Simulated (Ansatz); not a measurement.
Energy difference 0.5 R1 + 0.5 R2 → P1, each structure at its B3LYP-D3(BJ)/def2-TZVP stationary point, reached from a drawn start (curvature not checked).
P1, CH2F2 (SMILES FCF) (charge 0, multiplicity 1):
| atom | x (Å) | y (Å) | z (Å) |
|---|---|---|---|
| F | -1.0835 | -0.7467 | -0.0675 |
| C | -0.0024 | 0.0779 | 0.0086 |
| F | 1.1267 | -0.6773 | -0.0892 |
| H | -0.0084 | 0.5736 | 0.9808 |
| H | -0.0324 | 0.7724 | -0.8327 |
R1, CF4 (SMILES FC(F)(F)F) (charge 0, multiplicity 1):
```xyz
5

F     -0.0369    -1.0400    -0.8218
C      0.0000     0.0000     0.0000
F     -0.1398     1.1194    -0.6970
F     -0.9859    -0.0979     0.8814
F      1.1626     0.0186     0.6375
```
R2: CH4 (SMILES C), charge 0, multiplicity 1.

P less R. No zero-point or thermal terms.

Frozen-core correlation throughout. CBS(a, b) extrapolates the correlation energy as X⁻³ and adds the Hartree–Fock energy of set b.

The values were computed with Ansatz (Gaussian orbitals). Each number belongs to the level named beside it.

Q: Predict the reaction energy from SCS-MP2/cc-pVQZ.

A: 46 kJ/mol

Q: Give the reaction energy at the level r2SCAN/def2-TZVPP.

A: 55 kJ/mol

Q: Predict the reaction energy from CCSD(T)/CBS(cc-pVTZ, cc-pVQZ).

A: 48 kJ/mol

Ansatz is a quantum-chemistry and plane-wave program.
